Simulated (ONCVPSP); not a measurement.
**What one change does to a pseudopotential (Ti, ONCV)**

- Element: titanium (Ti)
- Generator: ONCVPSP 4.0.1
- Type: optimised norm-conserving Vanderbilt (ONCV)
- Functional: LDA (Perdew-Wang 92)
- Relativity: scalar-relativistic
- Frozen core: [Ne]
- Valence charge: 12
- Reference configuration: 3s2 3p6 3d1 (charge +3)
- Partial waves: 3s: rc 1.45 bohr, ncon 4, nbas 8, qcut 8.5 1/bohr, 1 projector; 3p: rc 1.45 bohr, ncon 4, nbas 8, qcut 8.5 1/bohr, 2 projectors, debl 1.1 Ha; 3d: rc 1.35 bohr, ncon 3, nbas 7, qcut 10.3 1/bohr, 2 projectors, debl 2.4 Ha
- Local potential: polynomial inside 1.30 bohr (lpopt 3, dvloc0 4 Ha)
- Core correction: polynomial model core, fcfact 0.3

In the p channel the program set the typed energies aside and used -2.606, 0.250 Ha.

Change: s: qcut 11.2; p: qcut 11.2; d: qcut 13.6.

Cutoffs: the cutoffs (Ha) at which the residual kinetic energy of the hardest occupied pseudo-wave falls to 1 and 0.1 mHa per electron; they do not see the model core or the augmentation charge, which bear on the density cutoff. Errors are all-electron minus pseudo energies relative to the spin-unpolarised reference configuration.

Question: What does the change do?

Answer: The potential gets harder (42 Ha and 47 Ha → 56 Ha and 66 Ha); of the 4 tests that both files solve, the error grows in 0 and shrinks in 4 by more than 15 % and 0.3 meV (median size 267.4 → 189.3 meV); neither file shows a bound ghost.

```csv
quantity,base,changed
"cutoff, loose",42 Ha,56 Ha
"cutoff, tight",47 Ha,66 Ha
loose cutoff by channel,"s 25 Ha, p 21 Ha, d 42 Ha","s 33 Ha, p 20 Ha, d 56 Ha"
bound ghosts,none,none
GHOST(+) flags under 300 eV,none,none
"error for 3s2 3p6 3d2 4s2, meV [ΔE -48.52 eV]",+313,+222
"error for 3s2 3p6 3d2 4s1, meV [ΔE -40.99 eV]",+222,+156
"error for 3s2 3p6 3d2, meV [ΔE -27.19 eV]",+32,+18
"error for 3s2 3p6 3d1 4s2 4p1, meV [ΔE -43.69 eV]",+460,+340
s: phases at 1.47 bohr within 0.05 rad from the reference energy up to (Ha; the scan ends near 5),-0.8,-0.6
p: phases at 1.47 bohr within 0.05 rad from the reference energy up to (Ha; the scan ends near 5),to the end of the scan,to the end of the scan
d: phases at 1.37 bohr within 0.05 rad from the reference energy up to (Ha; the scan ends near 5),to the end of the scan,to the end of the scan
"rms error of d²Exc/dni dnj with the model core, mHa",1.45,1.25
```
